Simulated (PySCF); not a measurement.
SnCl4.
Bonds: Sn1–Cl2, Sn1–Cl3, Sn1–Cl4, Sn1–Cl5.

The calculation used TDDFT wB97X-D/def2-SVPD, vertical, gas phase, core orbitals frozen in the response, def2 core potentials past Kr (PySCF 2.14.0, density-fitted response routines). Geometry: PBE0-D3(BJ)/def2-SVP; no solvent, vibrations or thermal averaging. Spin–orbit coupling is left out.

Task: Predict the UV-vis stick spectrum at this level.

Result: 

```csv
state,E (eV),E (kJ/mol),λ (nm),f,"main configurations (H = HOMO, L = LUMO)"
S1,5.12,494,242.3,0.0000,H-1/H→L (≥96%)
S2,5.12,494,242.2,0.0000,H-1/H→L (≥96%)
S3,5.12,494,241.9,0.0000,H-2→L (96%)
S4,5.57,537,222.7,0.0049,H-6→L (86%)
S5,5.57,537,222.6,0.0043,H-7→L (85%)
S6,5.58,538,222.2,0.073,H-3→L (92%)
S7,5.60,540,221.3,0.071,H-4→L (86%)
S8,5.61,541,221.2,0.074,H-5→L (88%)
```

Triplets, Tamm–Dancoff:

| state | E (eV) | λ (nm) | main configurations (H = HOMO, L = LUMO) |
| --- | --- | --- | --- |
| T1 | 4.76 | 260.6 | H-1/H→L (≥85%) |
| T2 | 4.76 | 260.5 | H-1/H→L (≥89%) |
| T3 | 4.76 | 260.4 | H-2→L (83%) |

The lowest singlet level (S1/S2/S3) lies at 5.12 eV (242 nm, ultraviolet) and is dark (f under 0.0005). The most intense listed level is S7/S8 at 5.60 eV (221 nm, f = 0.145 summed), 0.48 eV above S1. It is the last of those listed, so stronger ones may follow. S1/S2/S3, S4/S5 and S7/S8 lie within about 0.01 eV of each other in each set. Löwdin shares by element: HOMO (one of a set within 0.03 eV) chlorine 97% or more; LUMO chlorine 57% or more, tin 25% (atoms not listed hold the other 18%). Of the 8 states listed, 3 reach f = 0.01 and 3 stay under 0.0005. The listed states span 0.49 eV, and the widest gap between neighbours is 0.44 eV (S3 to S4). All these states lie below the vertical ionisation energy of 12.16 eV (ΔSCF). Orbitals of the list HOMO-3 to LUMO+2 that lie within 0.01 eV of each other are written together with a slash and their weights summed (≥ marks a lower bound); for degenerate orbitals outside that list single weights are arbitrary. Singlets were solved by full linear response, triplets in the Tamm–Dancoff approximation. The highest level found (7.60 eV, f 0.228 so far) is left out, since the window may have cut off a degenerate partner.

The run took 71 s on one thread of an Arm Neoverse V1, no GPU (shared host).
